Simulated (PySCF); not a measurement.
Ligand exchange on a metal centre used in film growth or etching (Nb Cl-F). All species are isolated molecules in the gas phase.

All values below come from TPSSh-D3(BJ)/def2-TZVP // PBE-D3(BJ)/def2-SVP run with PySCF. 

```
species                                  LUMO (eV)  coordination number  HOMO–LUMO gap (eV)  charge on the central atom (Mulliken) (e)
---------------------------------------  ---------  -------------------  ------------------  -----------------------------------------
1 of 5 Cl replaced by F ([Nb(Cl)4(F)])       -4.56                    5                4.13                                       1.46
2 of 5 Cl replaced by F                      -4.25                    5                5.10                                       1.66
3 of 5 Cl replaced by F ([Nb(Cl)2(F)3])      -4.35                    5                5.15                                       1.78
4 of 5 Cl replaced by F ([Nb(Cl)(F)4])       -3.88                    5                6.29                                       1.89
```
